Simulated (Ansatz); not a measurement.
Input for Ansatz (a first-principles code): U-wB97X-V/def2-TZVPP on GaP, 2S+1 = 3, a point of a bond scan (R = 1.805 Å).

Ansatz 0.2 input:
```yaml
crystal:
  periodic: [false, false, false]
  atoms:
    - {symbol: Ga, position_ang: [-0.00000000, -0.00000000, -0.73586092]}
    - {symbol: P, position_ang: [0.00000000, 0.00000000, 1.06945119]}
basis:
  gaussian:
    orbitals: def2-TZVPP
hamiltonian:
  xc: {name: wB97X-V}
magnetization: {spin_polarized: true, initial_magnetization: 2}
```

It printed:

```
WARN ansatz: RAYON_NUM_THREADS=1 ignored (pool sized by the plan → 1); use --threads N
Functional definition: wB97X-V
integrals: 0.04 GiB planned
695 factors; their error is unknown
integrals: 0.07 GiB planned
126 factors; integrals over basis functions are off by at most 5.0e-5 eV
mean field: 0.51 GiB planned
mean field evaluation 1: about -61655.2085 eV, gradient 1.6e1 eV
mean field evaluation 2: about -61655.4542 eV, gradient 1.8e1 eV
mean field evaluation 4: about -61656.2225 eV, gradient 8.5e-1 eV
mean field evaluation 8: about -61656.3543 eV, gradient 8.8e-2 eV
mean field evaluation 16: about -61656.3545 eV, gradient 3.5e-4 eV
mean field -61656.35450874 eV, -2265.8292360181 hartree, gradient 5.4e-5 eV, S^2 2.006238; 1 other end points of the search recorded, 0 dependent functions left out
reference -61656.35450836 eV, -2265.8292360040 hartree; 24, 22 occupied and 66, 68 virtual orbitals, 695 factors
Total energy: -61656.35450836 eV, -2265.8292360040 hartree
```

The run converged.

Cost: about 4 core-seconds (a rough figure).
